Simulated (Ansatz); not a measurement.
This geometry of a periodic cell of 17 atoms, Ba16O (host Ba, host structure bcc, interstitial O) is a first-order saddle point.

These are results of DFT PBE-D3(BJ), scalar-relativistic, plane waves, PAW in Ansatz, not measurements. Settings: cutoff 420 eV, k mesh 2x2x2, gaussian smearing 0.15 eV, no spin polarisation.

```xyz
17
Lattice="10.0400 0.0000 0.0000 0.0000 10.0400 0.0000 0.0000 0.0000 10.0400" Properties=species:S:1:pos:R:3
Ba -0.030 0.035 0.239
Ba 5.142 -0.040 -0.022
Ba 0.047 4.903 -0.021
Ba -0.030 0.035 4.772
Ba 2.510 2.322 2.506
Ba 4.970 5.073 -0.010
Ba 5.142 -0.040 5.033
Ba 7.406 2.639 2.506
Ba 0.047 4.903 5.033
Ba 2.304 7.741 2.506
Ba 2.592 2.443 7.526
Ba 4.970 5.073 5.021
Ba 7.723 7.534 2.506
Ba 7.487 2.559 7.526
Ba 2.476 7.568 7.526
Ba 7.603 7.452 7.526
O 0.563 9.482 2.506
```

Question: Which two structures does it join? (They come from a converged band through this point; their orientation in space is the band's.)

Answer: Contacts lost: Ba13–O17. Contacts made: Ba5–O17. The atom that moves furthest is O17, by 1.78 Å.

First end point:

```xyz
17
Lattice="10.0400 0.0000 0.0000 0.0000 10.0400 0.0000 0.0000 0.0000 10.0400" Properties=species:S:1:pos:R:3
Ba 0.001 -0.021 0.310
Ba 5.023 -0.043 0.053
Ba 0.002 4.865 -0.117
Ba 0.001 -0.020 4.700
Ba 2.626 2.669 2.505
Ba 5.022 5.114 -0.083
Ba 5.023 -0.042 4.957
Ba 7.418 2.670 2.505
Ba 0.002 4.864 5.127
Ba 2.196 7.558 2.506
Ba 2.591 2.422 7.525
Ba 5.022 5.113 5.093
Ba 7.848 7.557 2.506
Ba 7.453 2.422 7.525
Ba 2.454 7.577 7.524
Ba 7.590 7.576 7.524
O 0.002 8.790 2.505
```

Last end point:

```xyz
17
Lattice="10.0400 0.0000 0.0000 0.0000 10.0400 0.0000 0.0000 0.0000 10.0400" Properties=species:S:1:pos:R:3
Ba 0.032 0.000 0.311
Ba 5.176 0.001 -0.117
Ba 0.031 5.021 0.047
Ba 0.031 0.000 4.701
Ba 2.491 2.201 2.507
Ba 4.948 5.020 -0.088
Ba 5.178 0.001 5.131
Ba 7.375 2.624 2.506
Ba 0.029 5.021 4.966
Ba 2.491 7.840 2.507
Ba 2.482 2.462 7.525
Ba 4.949 5.020 5.101
Ba 7.375 7.417 2.506
Ba 7.611 2.590 7.527
Ba 2.483 7.579 7.525
Ba 7.610 7.451 7.527
O 1.269 10.041 2.506
```

Question: How far does it lie above each of them?

Answer: 0.214 eV above the first and 0.213 eV above the second. This is the barrier of this one path; another mechanism may lie lower. Limits of this set-up: coarse k mesh.

The run took 14 min on 4 threads of Intel(R) Xeon(R) Platinum 8488C (Sapphire Rapids) (shared host), peak memory 5 GiB.
